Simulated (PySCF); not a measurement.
Input of a run (PBE0-D3(BJ)/def2-SVP geometry optimisation, gas phase (PySCF 2.14.0)), started from GFN2-xTB:
```
{"job": {"xc": "PBE0", "basis": "def2-SVP", "d3": "d3bj", "grid": 1, "shake": 0.01, "kind": "geom"}, "charge": 0, "multiplicity": 1}
B      1.300690     0.260390    -0.048070
N      0.042890    -0.374860    -0.232310
B     -1.251200     0.015230     0.209140
F     -2.219040    -0.773890    -0.083970
H      2.246740    -0.191990    -0.517410
H      1.292070     1.293580     0.543120
H      0.070620    -1.242390    -0.748160
H     -1.427630     0.994790     0.825190
```

Output (energies in Eh, forces in Eh/bohr):
```
step   0  E = -206.42687623  max force = 0.038018
step   1  E = -206.43152512  max force = 0.010651
step   2  E = -206.43182348  max force = 0.005144
step   3  E = -206.43206413  max force = 0.001846
step   4  E = -206.43208615  max force = 0.001452
step   5  E = -206.43210037  max force = 0.001489
step   6  E = -206.43211606  max force = 0.000699
step   7  E = -206.43211988  max force = 0.000506
step   8  E = -206.43211678  max force = 0.000324
step   9  E = -206.43211236  max force = 0.000424
step  10  E = -206.43210875  max force = 0.000945
step  11  E = -206.43211031  max force = 0.000814
step  12  E = -206.43211133  max force = 0.000592
step  13  E = -206.43211221  max force = 0.000275
optimisation converged
```

Question: Summarise the run.

Answer: The energy falls by 0.142 eV over 14 energy and gradient evaluations, the largest force component goes from 0.0380 to 2.8e-04 Eh/bohr, and the atoms move by 0.052 Å rms after alignment. The bond that changes most is B1–H5 (three-coordinate boron to B–H hydrogen), which lengthens by 0.059 Å. Bonds longer at the end by more than 0.005 Å: 5 of 7; shorter: 1. Among the angles that change most is B1–N2–B3, from 130.0° to 125.6°. The energy rose by more than 1e-6 Eh at steps 8, 9 and 10. The first step brought 89 % of the lowering.

Question: What are the final bond lengths?

Answer: B1–N2 1.414 Å, N2–B3 1.423 Å, B3–F4 1.329 Å, B1–H5 1.208 Å, B1–H6 1.207 Å, N2–H7 1.017 Å, B3–H8 1.205 Å. Numbering counts from 1 in the input's order; the species is `BNBF` (B2FH4N).

The run used 76 basis functions and 77 SCF cycles in all.

No frequency check. The numbers are those of one conformer.

The values belong to the conformer `[BH2:1][NH:2][BH:3][F:4]`: B1–N2–B3–F4 -178°.
